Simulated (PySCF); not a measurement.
Computed properties of C₄H₆OSe, SMILES C1(=C)OC[C@H]1[SeH]

C4H6OSe, SMILES C=C1OC[C@H]1[SeH]. Coordinates come from a PBE0-D3(BJ)/def2-SVP optimisation. The structure was generated by enumeration; whether it is a known compound was not checked. One conformer was computed; it need not be the lowest. All values are computed for the isolated molecule unless a solvent is named; none is compared with measurement here.

**Structure.** All 30 harmonic modes at PBE0-D3(BJ)/def2-SVP (PySCF) are real, so it is a minimum. With heavy atoms numbered as in [CH2:1]=[C:2]1[O:3][CH2:4][C@H:5]1[SeH:6], the shortest bond between them is C1–C2 at 1.330 Å and the longest C5–Se6 at 1.948 Å.

**Vibrations.** The strongest infrared lines (harmonic, unscaled, degenerate partners summed) lie at 1794 cm⁻¹ (170 km/mol, C 94 %), 1053 cm⁻¹ (90 km/mol, C 51 %, O 34 %, H 15 %), 823 cm⁻¹ (55 km/mol, H 70 %, C 30 %). The softest mode is at 100 cm⁻¹ and the zero-point energy is 56.5 kcal/mol.

**Electronic structure.** CAM-B3LYP/def2-TZVP (PySCF) places the frontier levels at -7.97 and 0.83 eV, a gap of 8.80 eV, and gives a dipole moment of 2.20 D and a mean polarisability of 74.8 bohr³. PBE/def2-TZVP (PySCF) at the same geometry gives -5.47 and -1.18 eV, so its gap is 4.51 eV narrower. An orbital gap is neither the optical nor the fundamental gap.

**Excitations.** TDA-ωB97X/def2-SVPD (PySCF) has S1 at 5.02 eV (247 nm, f = 0.001, dark); the most intense of the 10 singlets computed lies at 6.72 eV (f = 0.26). T1 (TDA) is at 4.16 eV, 0.86 eV under S1. TDA-PBE/def2-SVPD (PySCF) puts S1 at 4.40 eV. No vertical singlet excitation falls in the visible range (under 3.1 eV).

**NMR.** GIAO shifts at PBE0/pcSseg-1 (PySCF) (non-relativistic, atoms alike by connectivity averaged): ¹³C from 40.7 to 174.4 ppm against TMS; ¹H from 2.8 to 4.9 ppm against TMS.
